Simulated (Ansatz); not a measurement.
One change: `[CH3][Al]([CH3])[CH2]Cl` becomes `[CH3][Al]([CH3])[TeH]`.

Ansatz, PBE0-D4/def2-TZVP geometries, multiplicity 1. Each molecule was computed in one conformer, which needn't be the lowest.

Elements past krypton have def2 core potentials.

| property | `[CH3][Al]([CH3])[CH2]Cl` |
| --- | --- |
| HOMO energy (PBE/def2-TZVPP) / eV | -6.33 |
| HOMO–LUMO gap (PBE0/def2-TZVPP) / eV | 7.35 |
| HOMO–LUMO gap (ωB97M-V/def2-TZVPP) / eV | 11.17 |
| HOMO energy (PBE0/def2-TZVPP) / eV | -7.62 |
| HOMO–LUMO gap (B3LYP/def2-TZVPP) / eV | 6.87 |
| size of the dipole moment (ωB97M-V/def2-TZVPP) / D | 1.20 |

**Question.** Give the same properties after the change, and the shifts. (Estimate.)

**Answer.** Computed: 
```csv
property,`[CH3][Al]([CH3])[TeH]`,shift
HOMO energy (PBE/def2-TZVPP) / eV,-5.55,0.78
HOMO–LUMO gap (PBE0/def2-TZVPP) / eV,5.77,-1.58
HOMO–LUMO gap (ωB97M-V/def2-TZVPP) / eV,9.41,-1.76
HOMO energy (PBE0/def2-TZVPP) / eV,-6.54,1.08
HOMO–LUMO gap (B3LYP/def2-TZVPP) / eV,5.38,-1.49
size of the dipole moment (ωB97M-V/def2-TZVPP) / D,1.65,0.45
```

With PBE0 the HOMO rises by 1.08 eV and the LUMO falls by 0.49 eV, so the gap narrows by about 1.57 eV. PBE moves the HOMO by 0.78 eV and ωB97M-V by 1.29 eV. Dipoles are sizes alone; their direction can turn.

B3LYP here is the variant with VWN-RPA as its local correlation; programs differ in this.

Spin–orbit coupling is left out; it splits and shifts lone-pair levels of the heavy atoms by tenths of an eV.
